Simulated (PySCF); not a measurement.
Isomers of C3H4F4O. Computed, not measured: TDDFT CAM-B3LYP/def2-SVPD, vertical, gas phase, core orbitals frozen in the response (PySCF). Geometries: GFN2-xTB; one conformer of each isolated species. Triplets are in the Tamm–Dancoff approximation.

A. `F[C@H](CO)C(F)(F)F`
B. `C(F)([C@@H](OC)F)(F)F`
C. `COC(F)(F)C(F)F`

Lowest singlet levels (six at most, fewer where fewer were computed) with oscillator strengths:

1. 136 nm (f 0.007); 130 nm (f 0.012); 127 nm (f 0.029); 122 nm (f 0.036); 122 nm (f 0.013); 120 nm (f 0.027); T1 8.94 eV
2. 164 nm (f 0.009); 144 nm (f 0.034); 138 nm (f 0.011); 135 nm (f 0.006); 132 nm (f 0.043); 128 nm (f 0.009); T1 7.17 eV
3. 145 nm (f 0.022); 135 nm (f 0.008); 130 nm (f 0.038); 129 nm (f 0.063); 128 nm (f 0.021); 122 nm (f 0.029); T1 8.29 eV

Problem. Which spectrum belongs to which structure?

Solution. 1 = C, 2 = A, 3 = B.
- A: S1 at 7.54 eV, HOMO→LUMO (75%), HOMO→LUMO+1 (17%); Löwdin shares by element: HOMO oxygen 61%, carbon 22% or more, hydrogen 7% or more; LUMO carbon 30% or more, oxygen 16%, fluorine 10% or more (atoms not listed hold the other 44%); HOMO -10.18 and LUMO 0.94 eV.
- B: S1 at 8.57 eV, HOMO→LUMO (87%), HOMO→LUMO+4 (8%); Löwdin shares by element: HOMO oxygen 59%, carbon 19% or more, hydrogen 6% or more (atoms not listed hold the other 16%); LUMO carbon 41% or more, hydrogen 22% or more (atoms not listed hold the other 38%); HOMO -10.72 and LUMO 1.08 eV.
- C: S1 at 9.10 eV, HOMO→LUMO (91%); Löwdin shares by element: HOMO oxygen 57%, carbon 15% or more, hydrogen 14% or more; LUMO carbon 36% or more, hydrogen 9% or more, oxygen 9% (atoms not listed hold the other 46%); HOMO -11.13 and LUMO 1.13 eV.
